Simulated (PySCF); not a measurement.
Compound: H9NSi3.
Bonds: Si1–N2, N2–Si3, N2–Si4. Hydrogens: H5, H6, H7 on Si1; H8, H9, H10 on Si3; H11, H12, H13 on Si4.

Method: PySCF, PBE0-D3(BJ)/def2-SVP geometry optimisation, gas phase.

**Question.** Give the optimised bond lengths and angles.

**Answer.** 
```
                   bond  length (Å)
 Si1–N2, N2–Si3, N2–Si4       1.758
Si1–H5 and 8 like bonds       1.494
```

Bonds in one row agree within 0.01 Å and their mean is given. A selection of angles:
```
     angle  degrees
 N2–Si1–H5    108.8
 N2–Si1–H6    112.5
 H5–Si1–H6    108.1
 H5–Si1–H7    110.4
Si1–N2–Si3    119.4
N2–Si3–H10    112.5
```

Si1 (SiH3 silicon) is tetrahedral (angles from 108.1° to 112.5°). N2 (nitrogen bridging silicon atoms) is almost planar (angles 120.0°, 119.8° and 119.4°, sum 359.2°, 0.09 Å off the plane of its three neighbours). All 3 N–Si bonds measure 1.758 Å.

Whether it is a minimum is left open (no frequencies).
